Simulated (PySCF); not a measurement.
**Silver: highly charged ions in a basis for the neutral atom**

Ag¹⁹⁺ [Ar] 3d10, Ag²⁰⁺ [Ar] 3d9. Calculation: PySCF 2.14, in x2c-SVPall; scalar relativity by spin-free X2C-1e. No spin-orbit coupling, so a gap to NIST mixes the basis error with missing relativistic terms.

Changed run: basis of the neutral atom used for a highly charged ion. This setting is unsound on purpose.

| species | method | sound run (hartree) | changed run (hartree) | converged |
| --- | --- | --- | --- | --- |
| Ag¹⁹⁺ | UHF | not run | -5166.16639 | yes |
| Ag¹⁹⁺ | MN15 | not run | -5171.04990 | yes |
| Ag¹⁹⁺ | M06-L | not run | -5167.78324 | yes |
| Ag²⁰⁺ | UHF | not run | -5133.40379 | yes |
| Ag²⁰⁺ | MN15 | not run | -5138.29006 | yes |
| Ag²⁰⁺ | M06-L | not run | -5134.96955 | yes |

Ionisation energy of Ag¹⁹⁺:

```json
{"method": "UHF", "changed run (eV)": "891.52", "NIST (eV)": "885 ± 4"}
{"method": "MN15", "changed run (eV)": "891.44", "NIST (eV)": "885 ± 4"}
{"method": "M06-L", "changed run (eV)": "892.91", "NIST (eV)": "885 ± 4"}
```

The contracted functions were made for the neutral atom and can be too rigid for a highly charged ion.
